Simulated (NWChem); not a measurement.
All runs are NWChem calculations. System: H$_{5}$NSiSn, charge 0, spin multiplicity 1, displaced from the optimised geometry. The structure started from a generated list of species.

Input file:

```
start mol
memory heap 200 mb stack 800 mb global 1000 mb
geometry units angstroms nocenter noautoz
  Sn     0.663905    -0.195847     0.000000
  N     -0.653331    -1.825952     0.000000
  H     -0.333070    -2.821255     0.000000
  H     -1.697348    -1.767448     0.000000
  Si    -1.483489     1.532281     0.000000
  H     -1.492750     2.462488     1.231377
  H     -2.837145     0.785827     0.000000
  H     -1.492750     2.462488    -1.231377
  symmetry group Cs
end
basis spherical
  * library def2-svp
end
ecp
  Sn library def2-ecp
end
dft
  xc b3lyp
  semidirect memsize 60000000 filesize 0
  iterations 100
  convergence nodiis damp 40
end
task dft gradient
```

The output up to the point where the run's verdict is printed (cleaned and shortened):

```
             Northwest Computational Chemistry Package (NWChem) 7.3.0
             --------------------------------------------------------

                                NWChem Input Module
                                -------------------

 Scaling coordinates for geometry "geometry" by  1.889725989
 (inverse scale =  0.529177249)

 Turning off AUTOSYM since
 SYMMETRY directive was detected!

                             Geometry "geometry" -> ""
                             -------------------------

 Output coordinates in angstroms (scale by  1.889725989 to convert to a.u.)

  No.       Tag          Charge          X              Y              Z
 ---- ---------------- ---------- -------------- -------------- --------------
    1 Sn                  50.0000     0.66390500    -0.19584700     0.00000000
    2 N                    7.0000    -0.65333100    -1.82595200     0.00000000
    3 H                    1.0000    -0.33307000    -2.82125500     0.00000000
    4 H                    1.0000    -1.69734800    -1.76744800     0.00000000
    5 Si                  14.0000    -1.48348900     1.53228100     0.00000000
    6 H                    1.0000    -1.49275000     2.46248800     1.23137700
    7 H                    1.0000    -2.83714500     0.78582700     0.00000000
    8 H                    1.0000    -1.49275000     2.46248800    -1.23137700

 Effective nuclear repulsion energy (a.u.)     308.0984317724

            Nuclear Dipole moment (a.u.)
            ----------------------------
        X                 Y               Z
 ---------------- ---------------- ----------------
     0.0000453534     0.0000377945     0.0000000000

      Symmetry information
      --------------------

 Group name             Cs
 Group number              2
 Group order               2
 No. of unique centers     7

      Symmetry unique atoms

     1    2    3    4    5    6    7


 Summary of "ao basis" -> "" (spherical)
 ------------------------------------------------------------------------------
       Tag                 Description            Shells   Functions and Types
[...]
 d= 0,ls=0.5         52   -534.8308105632 -1.09D+02  4.08D-01              18.9
 d= 0,ls=0.5         53   -425.9884453163  1.09D+02  4.08D-01              19.3
 d= 0,ls=0.5         54   -534.8308105631 -1.09D+02  4.08D-01              19.6
 d= 0,ls=0.5         55   -425.9884453163  1.09D+02  4.08D-01              19.9
 d= 0,ls=0.5         56   -534.8308105631 -1.09D+02  4.08D-01              20.2
 d= 0,ls=0.5         57   -425.9884453163  1.09D+02  4.08D-01              20.6
 d= 0,ls=0.5         58   -534.8308105631 -1.09D+02  4.08D-01              20.9
 d= 0,ls=0.5         59   -425.9884453163  1.09D+02  4.08D-01              21.2
 d= 0,ls=0.5         60   -534.8308105631 -1.09D+02  4.08D-01              21.5
 d= 0,ls=0.5         61   -425.9884453163  1.09D+02  4.08D-01              21.8
 d= 0,ls=0.5         62   -534.8308105631 -1.09D+02  4.08D-01              22.2
 d= 0,ls=0.5         63   -425.9884453163  1.09D+02  4.08D-01              22.6
 d= 0,ls=0.5         64   -534.8308105631 -1.09D+02  4.08D-01              22.9
 d= 0,ls=0.5         65   -425.9884453163  1.09D+02  4.08D-01              23.3
 d= 0,ls=0.5         66   -534.8308105631 -1.09D+02  4.08D-01              23.6
 d= 0,ls=0.5         67   -425.9884453163  1.09D+02  4.08D-01              23.9
 d= 0,ls=0.5         68   -534.8308105631 -1.09D+02  4.08D-01              24.2
 d= 0,ls=0.5         69   -425.9884453163  1.09D+02  4.08D-01              24.5
 d= 0,ls=0.5         70   -534.8308105632 -1.09D+02  4.08D-01              24.9
 d= 0,ls=0.5         71   -425.9884453163  1.09D+02  4.08D-01              25.2
 d= 0,ls=0.5         72   -534.8308105631 -1.09D+02  4.08D-01              25.6
 d= 0,ls=0.5         73   -425.9884453163  1.09D+02  4.08D-01              25.9
 d= 0,ls=0.5         74   -534.8308105631 -1.09D+02  4.08D-01              26.2
 d= 0,ls=0.5         75   -425.9884453163  1.09D+02  4.08D-01              26.5
 d= 0,ls=0.5         76   -534.8308105632 -1.09D+02  4.08D-01              26.9
 d= 0,ls=0.5         77   -425.9884453163  1.09D+02  4.08D-01              27.2
 d= 0,ls=0.5         78   -534.8308105631 -1.09D+02  4.08D-01              27.5
 d= 0,ls=0.5         79   -425.9884453163  1.09D+02  4.08D-01              27.8
 d= 0,ls=0.5         80   -534.8308105631 -1.09D+02  4.08D-01              28.1
 d= 0,ls=0.5         81   -425.9884453163  1.09D+02  4.08D-01              28.4
 d= 0,ls=0.5         82   -534.8308105631 -1.09D+02  4.08D-01              28.7
 d= 0,ls=0.5         83   -425.9884453163  1.09D+02  4.08D-01              29.0
 d= 0,ls=0.5         84   -534.8308105631 -1.09D+02  4.08D-01              29.3
 d= 0,ls=0.5         85   -425.9884453163  1.09D+02  4.08D-01              29.6
 d= 0,ls=0.5         86   -534.8308105631 -1.09D+02  4.08D-01              29.9
 d= 0,ls=0.5         87   -425.9884453163  1.09D+02  4.08D-01              30.3
 d= 0,ls=0.5         88   -534.8308105631 -1.09D+02  4.08D-01              30.6
 d= 0,ls=0.5         89   -425.9884453163  1.09D+02  4.08D-01              30.9
 d= 0,ls=0.5         90   -534.8308105632 -1.09D+02  4.08D-01              31.2
 d= 0,ls=0.5         91   -425.9884453163  1.09D+02  4.08D-01              31.5
 d= 0,ls=0.5         92   -534.8308105631 -1.09D+02  4.08D-01              31.8
 d= 0,ls=0.5         93   -425.9884453163  1.09D+02  4.08D-01              32.1
 d= 0,ls=0.5         94   -534.8308105631 -1.09D+02  4.08D-01              32.4
 d= 0,ls=0.5         95   -425.9884453163  1.09D+02  4.08D-01              32.7
 d= 0,ls=0.5         96   -534.8308105631 -1.09D+02  4.08D-01              33.0
 d= 0,ls=0.5         97   -425.9884453163  1.09D+02  4.08D-01              33.3
 d= 0,ls=0.5         98   -534.8308105631 -1.09D+02  4.08D-01              33.6
 d= 0,ls=0.5         99   -425.9884453163  1.09D+02  4.08D-01              33.9
 d= 0,ls=0.5        100   -534.8308105631 -1.09D+02  4.08D-01              34.2
```

Convergence was not reached. The next line reads: Calculation failed to converge. NWChem stopped with the message: dft gradient failed.
